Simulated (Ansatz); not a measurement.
Consider the cleavage of the B–Si bond: `OB(F)[SiH2]Br` + HBr → `OB(F)Br` + `[SiH3]Br`.

Calculated with Ansatz (gas phase, PBE0-D4/def2-TZVP geometries, no zero-point term in ΔE). CCSD(T)/CBS is the MP2 limit (def2-TZVPP, def2-QZVPP) plus CCSD(T) − MP2 in def2-TZVPP, frozen cores. DFT in def2-TZVPP. For Br outer-core shells are correlated without core-valence functions, which leaves a few kJ/mol of doubt a bond. Scalar relativity is left out up to krypton. One conformer a species, not always the lowest.

```
           level  ΔE (kJ/mol)
          revPBE        -78.8
          r2SCAN        -86.8
            PBE0        -82.5
           BHLYP        -91.5
     HF/def2-SVP       -102.8
   CCSD/def2-SVP        -89.8
CCSD(T)/def2-SVP        -88.6
   HF/def2-QZVPP       -101.7
```

(1) What does CCSD(T)/CBS give? (An estimate is asked.)

Largest T1 diagnostic among the species: 0.011.

Results:

(1) The calculation gave: -85.4 kJ/mol. The listed levels differ from it by 6.6, -1.4, 2.9, -6.1, -17.4, -4.4, -3.2, -16.3 kJ/mol.

Leaving LDA and LC-ωPBE aside and taking each functional with its dispersion term where it has one, the values, not all of them listed here, spread over 14.8 kJ/mol, from PBE-QIDH to PBE-D4. LDA lies +3.1 kJ/mol from PBE without D4. At CCSD(T), def2-SVP lies −3.2 kJ/mol from the extrapolated value and def2-TZVPP −0.1 kJ/mol. In def2-TZVPP, CCSD(T) changes the Hartree–Fock value by +16.2 kJ/mol (the triples alone add +1.7 kJ/mol) and MP2 by +7.8 kJ/mol.
